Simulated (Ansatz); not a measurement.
A nudged elastic band was laid between two geometries of F4Si + H (6 atoms, charge 0, multiplicity 2).

All numbers below come from UKS PBE0-D4/6-31G* in Ansatz 0.2.0.

| Item | Value |
| --- | --- |
| movable images | 5 |
| climbing image | yes |
| spring | 5.0 eV/Å² |
| optimiser | quadratic models (default) |
| start path | through a guess of the saddle point |
| force threshold | 0.03 eV/Å |
| iteration limit | 60 |
| end points | relaxed |

Image 0:

```xyz
6
Properties=species:S:1:pos:R:3
Si 0.227 0.000 0.003
F 1.371 0.000 1.085
F 0.868 0.000 -1.436
F -0.664 1.286 0.177
F -0.664 -1.286 0.177
H -1.135 0.000 3.305
```

Image 6:

```xyz
6
Properties=species:S:1:pos:R:3
Si -0.535 -0.358 0.090
F 0.284 0.301 2.428
F 1.082 -0.267 0.125
F -1.065 1.141 -0.027
F -0.874 -1.091 -1.290
H 1.110 0.275 1.986
```

(1) Which bonds break or form, and what moves?

(2) Give the energies along the band, and the barrier.

(3) What is the geometry of the highest image?

The band took 45 iterations and roughly 15 core-minutes.

## Answers

(1) Bonds broken: Si1–F2. Bonds formed: F2–H6. F4Si + H becomes F3Si + FH.

(2) It converged. The highest image is number 4 of 0 to 6, 26.3 kcal/mol above the first end and 0.8 kcal/mol above the last; the last end lies 25.6 kcal/mol above the first. A vibrational analysis at the climbing image gives one clearly imaginary mode, 41i cm⁻¹: a first-order saddle point.

```
image  path coordinate (Å)  energy (kcal/mol)  Si1–F2 (Å)  F2–H6 (Å)
    0                 0.00                0.0        1.57       3.35
    1                 1.80                0.1        1.57       3.20
    2                 3.60                0.1        1.57       4.13
    3                 5.41                0.3        1.58       2.71
    4                 7.21               26.3        2.77       0.94
    5                 8.58               25.8        2.57       0.94
    6                 9.96               25.6        2.56       0.94
```

(3) 
```xyz
6
Properties=species:S:1:pos:R:3
Si 0.088 -0.404 -0.116
F 0.390 -0.174 2.630
F 1.167 0.029 -1.210
F -0.457 0.980 0.524
F -1.167 -1.050 -0.863
H -0.019 0.619 2.346
```

The run took 7.7 min on 2 threads of Arm Neoverse V2 (shared host), peak memory 0.22 GiB.
